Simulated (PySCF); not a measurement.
J couplings in C$_{6}$H$_{14}$O

Geometry (Å), atoms numbered from 1 in this order:
```xyz
21

C     2.040   -0.519    0.188
C     0.612   -0.795   -0.220
O    -0.214    0.094    0.477
C    -1.621    0.031    0.271
C    -2.166    1.128    1.176
C    -1.977    0.326   -1.186
C    -2.178   -1.327    0.699
H     2.163   -0.657    1.272
H     2.734   -1.195   -0.334
H     2.313    0.519   -0.054
H     0.504   -0.673   -1.316
H     0.354   -1.849    0.008
H    -1.739    2.099    0.886
H    -1.883    0.929    2.219
H    -3.262    1.189    1.111
H    -1.636   -0.470   -1.864
H    -3.067    0.414   -1.305
H    -1.516    1.273   -1.504
H    -1.838   -2.140    0.040
H    -1.861   -1.560    1.727
H    -3.277   -1.318    0.669
```

Indirect spin–spin couplings were computed at B3LYP/pcJ-1 (without the spin–dipole term) (PySCF 2.14) on a PBE0-D3(BJ)/def2-SVP structure, for the isolated molecule, without vibrational or relativistic corrections. Couplings are averaged over pairs made equivalent by symmetry, fast rotation or ring inversion, so a value needn't be that of the named pair in this geometry, while other rotamers aren't included; one pair stands for each set, and the list holds those of at least 0.8 Hz over up to four bonds, among pairs with at least one C or H atom (others weren't computed).

Isotopes: $^{13}$C, $^{1}$H, $^{17}$O. Couplings to quadrupolar nuclei such as 17O and 33S are rarely resolved in practice.

| pair | bonds | J (Hz) |
| --- | --- | --- |
| C1, C2 | 1 | ? |
| C1, H8 | 1 | ? |
| C2, O3 | 1 | 24.5 |
| C2, H11 | 1 | 141.4 |
| O3, C4 | 1 | 23.4 |
| C4, C5 | 1 | 40.7 |
| C5, H13 | 1 | 132.6 |
| C1, O3 | 2 | -11.7 |
| C1, H11 | 2 | -2.4 |
| C2, C4 | 2 | -2.1 |
| C2, H8 | 2 | ? |
| O3, C5 | 2 | -5.0 |
| O3, H11 | 2 | ? |
| C4, H13 | 2 | -3.2 |
| C5, C6 | 2 | 3.2 |
| H8, H9 | 2 | -13.6 |
| H11, H12 | 2 | ? |
| H13, H14 | 2 | -13.6 |
| C1, C4 | 3 | 4.9 |
| C2, C5 | 3 | 2.5 |
| O3, H8 | 3 | ? |
| O3, H13 | 3 | ? |
| C4, H11 | 3 | 1.4 |
| C5, H16 | 3 | 4.5 |
| H8, H11 | 3 | ? |

Task: Estimate the withheld couplings, with signs.

Result: 
- $^{1}J$(C1,C2) = 42.8 Hz (bond length 1.511 Å)
- $^{1}J$(C1,H8) = 133.1 Hz (bond length 1.100 Å, sp3 carbon)
- $^{2}J$(C2,H8) = -3.5 Hz (mean over equivalent pairs that range from -6.2 to 1.8 Hz in this conformer)
- $^{2}J$(O3,H11) = -3.1 Hz (angle at C2 111°)
- $^{2}J$(H11,H12) = -8.8 Hz (angle at C2 107°)
- $^{3}J$(O3,H8) = -6.2 Hz (mean over equivalent pairs that range from -14.5 to -2.0 Hz in this conformer)
- $^{3}J$(O3,H13) = -3.3 Hz (mean over equivalent pairs that range from -14.5 to -0.5 Hz in this conformer)
- $^{3}J$(H8,H11) = 7.7 Hz (mean over equivalent pairs that range from 2.2 to 15.5 Hz in this conformer)
